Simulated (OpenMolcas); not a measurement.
What dynamic correlation does to the levels of Se

| Item | Value |
| --- | --- |
| Program | OpenMolcas |
| Basis | ANO-RCC-VDZP [5s4p2d] |
| Scalar Hamiltonian | DKH4, point nucleus |
| Active space | 6 electrons in 8 orbitals (4s 4p 5s 5p) |
| State averaging | 2S+1 = 3 even, 3 roots; 2S+1 = 1 even, 6 roots |
| Spin-orbit coupling | state interaction with AMFI integrals over the reference wave functions, term energies averaged over their components |

Methods on the same reference wave functions:
A. CASSCF
B. SS-CASPT2, IPEA 0.25 Eh, imaginary shift 0.1 Eh (closed shells correlated: 3d)

Energies in cm⁻¹ above 4s² 4p⁴ ³P₂, the measured ground level; measured values from NIST Handbook of Basic Atomic Spectroscopic Data.

| Level | A | B | Measured |
| --- | --- | --- | --- |
| 4s² 4p⁴ ³P₂ | 0.0 | 0.0 | 0.0 |
| 4s² 4p⁴ ³P₁ | 1704 | 1711 | 1989 |
| 4s² 4p⁴ ³P₀ | 2199 | 2230 | 2534 |
| 4s² 4p⁴ ¹D₂ | 11636 | 11050 | 9576 |
| 4s² 4p⁴ ¹S₀ | 21023 | 23010 | 22446 |

Deviations, from unrounded energies. A percentage is the sum of absolute deviations over the sum of measured energies, with the sign that they share, or ± where signs differ.

```
                        Against measurement  Levels      A      B
             mean absolute deviation (cm-1)       4   1000    650
      fine structure of the ground term (%)       2  -13.7  -12.8
other terms of the ground configuration (%)       2  ±10.9   +6.3
```

B lies closest to measurement on these levels. The largest miss of B in the table is 4s² 4p⁴ ¹D₂, by +1500 cm-1. The ranking rests on the paired levels alone, and a cruder setting can come out closer through cancelling errors.

From A to B the spin-free energies of the other terms of 4s² 4p⁴ shown, above ³P, scale by factors of 0.94 to 1.10.

The lowest spin-free term lies below A's lowest term by 0.077 hartree in B.

Term energies are means over components that CASPT2 splits; among the terms shown or strongly mixed into the levels shown the widest spread is 30 cm-1 (4s² 4p⁴ ¹D, B). Active for correlation alone: 5p 5s; no level in the range computed is led by a configuration that fills them, so any true level of that kind is missing. Without dynamic correlation excited terms often stand tens of per cent too high (terms of higher spin than the ground term too low), and those without a measured partner can miss by more than the paired ones (holds for A). Some terms miss by over 15 % even with CASPT2, which points to a basis or an active space too small for the shells correlated (holds for B). Measured partners are found by configuration, term and J. A level has none where our copy of the source lacks it or the pairing is in doubt (some pairs that miss far off the trend of their configuration count as doubtful), and it then counts in no deviation. Levels of configurations outside the active space are missing.
